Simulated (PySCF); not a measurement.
CH3FTe, SMILES C[Te]F (B3LYP/def2-SVP optimised geometry):

```
6

Te    -1.201    -0.452     0.000
F     -1.324     1.505     0.000
C      0.959    -0.452     0.000
H      1.280    -1.505     0.009
H      1.321     0.058     0.901
H      1.324     0.043    -0.908
```

Computed with B3LYP/def2-TZVP, def2 effective core potentials past Kr run with PySCF.

Q: What are the frontier orbital energies and the dipole moment?

A: HOMO-2 -10.87 eV, HOMO-1 -8.80 eV, HOMO -6.03 eV, LUMO -2.49 eV, LUMO+1 -0.58 eV; dipole moment 2.86 D.

On the same geometry PBE/def2-TZVP, def2 effective core potentials past Kr (PySCF) gives HOMO-2 -9.15 eV, HOMO-1 -7.76 eV, HOMO -5.09 eV, LUMO -3.13 eV, LUMO+1 -1.15 eV; dipole moment 2.67 D.
